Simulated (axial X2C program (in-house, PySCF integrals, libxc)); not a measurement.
## O or C: which binds elements of chip processing more strongly?

Computed with an in-house all-electron X2C program for linear molecules (integrals from PySCF), spin-free (one-electron X2C) or two-component (2c: spin–orbit coupling with atomic mean-field Coulomb and Gaunt terms, which also bring small scalar terms), in Dyall basis sets with cores contracted in-house; open shells are unrestricted.

Level PBE0, spin-free. Dyall triple-zeta sets: BO v3z/av3z; BC v3z/v3z; AlO v3z/av3z; AlC v3z/v3z; SiO v3z/av3z; SiC v3z/v3z; PO v3z/av3z; PC v3z/v3z; GaO cv3z/av3z; GaC cv3z/v3z; AsO cv3z/av3z; AsC cv3z/v3z; InO cv3z/av3z; InC cv3z/v3z; SnO cv3z/av3z; SnC cv3z/v3z; SbO cv3z/av3z; SbC cv3z/v3z.

Diatomic bonds are a first guide to the radicals met in plasma etching, cleaning and deposition, though surfaces and higher halides or oxides behave in their own way.

| element M | state of MO | Re MO (Å) | D0 MO (eV) | state of MC | Re MC (Å) | D0 MC (eV) |
| --- | --- | --- | --- | --- | --- | --- |
| B | M_S = 1/2, Λ = 0 | 1.200 | 8.33 | M_S = 3/2, Λ = 0 | 1.478 | 4.63 |
| Al | M_S = 1/2, Λ = 0 | 1.629 | 4.90 | M_S = 3/2, Λ = 0 | 1.972 | 3.47 |
| Si | M_S = 0, Λ = 0 | 1.516 | 7.69 | M_S = 1, Λ = 1 | 1.718 | 4.21 |
| P | M_S = 1/2, Λ = 1 | 1.483 | 5.73 | M_S = 1/2, Λ = 0 | 1.555 | 5.16 |
| Ga | M_S = 1/2, Λ = 0 | 1.697 | 4.10 | M_S = 3/2, Λ = 0 | 1.994 | 3.26 |
| As | M_S = 1/2, Λ = 1 | 1.612 | 4.64 | M_S = 1/2, Λ = 0 | 1.660 | 4.29 |
| In | M_S = 1/2, Λ = 0 | 1.922 | 3.44 | M_S = 3/2, Λ = 0 | 2.200 | 2.94 |
| Sn | M_S = 0, Λ = 0 | 1.818 | 5.32 | M_S = 1, Λ = 1 | 2.008 | 3.09 |
| Sb | M_S = 1/2, Λ = 1 | 1.805 | 3.88 | M_S = 1/2, Λ = 0 | 1.877 | 3.31 |

Question: Work out the energy at 0 K of MO + C → MC + O for each element.

Answer: ΔE = D0(MO) − D0(MC) at PBE0, spin-free: B 3.70, Al 1.43, Si 3.48, P 0.57, Ga 0.84, As 0.35, In 0.50, Sn 2.23, Sb 0.57 eV (negative: the exchange gives off energy).

Question: For which element is the exchange to C most and for which least favourable, and what is the energy of AsO + BC → AsC + BO?

Answer: As most (0.35 eV), B least (3.70 eV). The atoms cancel in the double exchange: ΔE = 0.35 − (3.70) = -3.35 eV, a figure less sensitive to errors in the atoms than D0 itself.

Each entry is the lowest single determinant of a limited PBE0 search at one distance. D0 = De minus the zero-point energy; De goes to single-determinant-based atoms at the same level (for ions the charge split of lowest energy) and is withheld (n/a) where an atom does not fit its ground term or J level. Main or longest-lived isotopes. One determinant is a doubtful description, or other states lie close, for BC, SiC, PC, AsO, AsC, InO, SnC, SbO, SbC; these need not be ground states, and all values refer to the states named. The functionals have no current term, which raises determinants with orbital currents. These D0 were not checked against measured values; triple-zeta sets, frozen cores and single determinants leave errors of some tenths of an eV, more for transition metals.
